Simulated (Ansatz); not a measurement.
Consider the silylene formation by 1,1-elimination: `C[SiH2]C(F)(F)Cl` → `CC(F)(F)Cl` + `[SiH2]`.

Calculated with Ansatz (gas phase, PBE0-D4/def2-TZVP geometries, no zero-point term in ΔE). CCSD(T)/CBS is the MP2 limit (def2-TZVPP, def2-QZVPP) plus CCSD(T) − MP2 in def2-TZVPP, frozen cores. This one scheme is used for every species. DFT in def2-TZVPP. B3LYP here is the variant with VWN-RPA as its local correlation; programs differ in this. Each species was taken in one conformer, which may not be the lowest.

`C[SiH2]C(F)(F)Cl`:

Z-matrix (Å, degrees):
```
C
Si 1 1.860
H 1 1.092 2 110.7
H 1 1.093 2 110.5 3 119.9
H 1 1.092 2 110.7 3 -120.3
C 2 1.928 1 108.4 3 60.1
H 2 1.482 1 112.8 3 177.0
H 2 1.482 1 112.8 3 -56.8
F 6 1.350 2 111.8 1 -59.6
F 6 1.350 2 111.8 1 59.5
Cl 6 1.782 2 110.8 1 180.0
```

`CC(F)(F)Cl`:

```xyz
8

C    -0.453   -0.355    0.584
C     0.393    0.220   -0.512
F     1.659   -0.220   -0.423
F    -0.064   -0.151   -1.719
Cl    0.428    2.000   -0.463
H    -0.055   -0.055    1.551
H    -0.433   -1.442    0.499
H    -1.476    0.003    0.483
```

`[SiH2]`:

Z-matrix (Å, degrees):
```
Si
H 1 1.525
H 1 1.525 2 91.2
```

```
             level  ΔE (kJ/mol)
          B3LYP-D4        229.5
            B2PLYP        225.3
  CCSD(T)/def2-SVP        195.3
SCS-MP2/def2-QZVPP        233.2
```

Question: What does CCSD(T)/CBS give? (Best estimate.)

Answer: The calculation gave: +229.9 kJ/mol. The listed levels differ from it by -0.4, -4.6, -34.6, 3.3 kJ/mol.

Largest T1 diagnostic among the species: 0.014.

In def2-TZVPP, CCSD(T) changes the Hartree–Fock value by +22.1 kJ/mol (the triples alone add +5.9 kJ/mol) and MP2 by +42.0 kJ/mol. From r2SCAN to r2SCAN0 (25 % exact exchange), in def2-TZVPP and without D4, ΔE moves by −3.2 kJ/mol.

CCSD(T)/CBS has its own doubt, a few kJ/mol and more with outer-core shells, so smaller differences from it don't rank the levels.
